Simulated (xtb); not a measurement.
mercury atom (Hg), singlet (GFN-xTB shapes and energies of metal compounds can be far from the true ones); GFN2-xTB (xtb 6.7.1).

The xtb input:
```
$ xtb mol.xyz --gfn 2 --chrg 0 --uhf 0 --json

# file mol.xyz
1

Hg     0.00000000     0.00000000     0.00000000
```

### Question
Write the output that xtb gives for this input, abridged.

### Answer

```
   ID    Z sym.   atoms
    1   80 Hg     1

           -------------------------------------------------
          |                Calculation Setup                |
           -------------------------------------------------

           -------------------------------------------------
          |                 G F N 2 - x T B                 |
           -------------------------------------------------

          ...................................................
          :                      SETUP                      :
          :.................................................:
          :  # basis functions                   4          :
          :  # atomic orbitals                   4          :
          :  # shells                            2          :
          :  # electrons                         2          :
          :  max. iterations                   250          :
          :  Hamiltonian                  GFN2-xTB          :
          :  restarted?                      false          :
          :  GBSA solvation                  false          :
          :  PC potential                    false          :
          :  electronic temp.          300.0000000     K    :
          :  accuracy                    1.0000000          :
          :  -> integral cutoff          0.2500000E+02      :
          :  -> integral neglect         0.1000000E-07      :
          :  -> SCF convergence          0.1000000E-05 Eh   :
          :  -> wf. convergence          0.1000000E-03 e    :
          :  Broyden damping             0.4000000          :
          :  net charge                          0          :
          :  unpaired electrons                  0          :
          ...................................................

 iter      E             dE          RMSdq      gap      omega  full diag
   1     -0.8480322 -0.848032E+00  0.000E+00    9.01       9.0  T
   2     -0.8480322  0.000000E+00  0.000E+00    9.01       9.0  T
   3     -0.8480322  0.000000E+00  0.000E+00    9.01       9.0  T

   *** convergence criteria satisfied after 3 iterations ***

         :::::::::::::::::::::::::::::::::::::::::::::::::::::
         ::                     SUMMARY                     ::
         :::::::::::::::::::::::::::::::::::::::::::::::::::::
         :: total energy              -0.848032246708 Eh    ::
         :: gradient norm              0.000000000000 Eh/a0 ::
         :: HOMO-LUMO gap              9.005485000000 eV    ::
[...]
         :: total charge               0.000000000000 e     ::
         :::::::::::::::::::::::::::::::::::::::::::::::::::::

           -------------------------------------------------
          |                Property Printout                |
           -------------------------------------------------

    * Orbital Energies and Occupations

         #    Occupation            Energy/Eh            Energy/eV
      -------------------------------------------------------------
         1        2.0000           -0.4240161             -11.5381 (HOMO)
         2                         -0.0930706              -2.5326 (LUMO)
         3                         -0.0930706              -2.5326
         4                         -0.0930706              -2.5326
      -------------------------------------------------------------
                  HL-Gap            0.3309455 Eh            9.0055 eV
             Fermi-level           -0.2585434 Eh           -7.0353 eV

     #   Z          covCN         q      C6AA      α(0)
     1  80 Hg       0.000     0.000   365.180    37.167

 Mol. C6AA /au·bohr⁶  :        365.179684
 Mol. C8AA /au·bohr⁸  :      36657.307690
 Mol. α(0) /au        :         37.166815

Wiberg/Mayer (AO) data.
largest (>0.10) Wiberg bond orders for each atom

 ---------------------------------------------------------------------------
     #   Z sym  total        # sym  WBO       # sym  WBO       # sym  WBO
 ---------------------------------------------------------------------------
     1  80 Hg   0.000
 ---------------------------------------------------------------------------

molecular dipole:
                 x           y           z       tot (Debye)
 q only:        0.000       0.000       0.000
   full:        0.000       0.000       0.000       0.000
molecular quadrupole (traceless):
                xx          xy          yy          xz          yz          zz
 q only:        0.000       0.000       0.000       0.000       0.000       0.000
  q+dip:        0.000       0.000       0.000       0.000       0.000       0.000
   full:        0.000       0.000       0.000       0.000       0.000       0.000

           -------------------------------------------------
          | TOTAL ENERGY               -0.848032246708 Eh   |
          | GRADIENT NORM               0.000000000000 Eh/α |
          | HOMO-LUMO GAP               9.005485000000 eV   |
           -------------------------------------------------

normal termination of xtb
```
